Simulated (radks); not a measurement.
Values are calculated unless marked as measured or tabulated.
Question: The table gives one normalised radial function P(r) = r R(r) of S+ in [Ne] 3s2 3p3 (r in bohr). Code: a radial shooting solver on a logarithmic mesh with Libxc functionals. Model: scalar-relativistic Kohn-Sham, SCAN, spin-unpolarised, spherical densities, finite nucleus; meta-GGA in the generalised Kohn-Sham scheme; Fermi nuclear charge, rms radius 3.2611 fm.

r	P
0.003129	0.1050
0.003528	0.1175
0.003977	0.1314
0.004485	0.1469
0.005097	0.1651
0.005747	0.1840
0.006479	0.2049
0.007306	0.2277
0.008237	0.2526
0.009287	0.2797
0.01047	0.3089
0.0119	0.3425
0.01342	0.3762
0.01513	0.4117
0.01706	0.4489
0.01923	0.4872
0.02169	0.5261
0.02445	0.5647
0.02779	0.6043
0.03133	0.6387
0.03533	0.6687
0.03983	0.6922
0.04491	0.7069
0.05063	0.7103
0.05709	0.6993
0.06489	0.6685
0.07316	0.6183
0.08249	0.5448
0.093	0.4456
0.1049	0.3196
0.1182	0.1657
0.1333	-0.0141
0.1515	-0.2296
0.1708	-0.4483
0.1926	-0.6739
0.2172	-0.8953
0.2448	-1.1022
0.2761	-1.2780
0.3113	-1.4108
0.3538	-1.4938
0.3989	-1.5098
0.4497	-1.4643
0.5071	-1.3617
0.5717	-1.2120
0.6446	-1.0295
0.7268	-0.8322
0.826	-0.6249
0.9314	-0.4493
1.05	-0.3031
1.184	-0.1931
1.335	-0.1134
1.505	-0.0623
1.697	-0.0311
1.929	-0.0133
2.175	-0.0053
2.452	-0.0019
2.765	-0.0006
3.117	-0.0001
3.514	0.0000
3.963	0.0000
4.504	0.0000
5.078	0.0000
5.725	0.0000
6.455	0.0000

Which n and l does it have? It may be an empty orbital.

Answer: n = 2, l = 0: the number of nodes gives n - l - 1 = 1, the rise at small r (about r^(l+1)) gives l, and the extent must fit the shell. The curve is that of 2s. 2s: eigenvalue -228.50 eV, 1 radial node at r = 0.132 bohr, <r> = 0.477 bohr, 90 % of the charge inside 0.746 bohr.
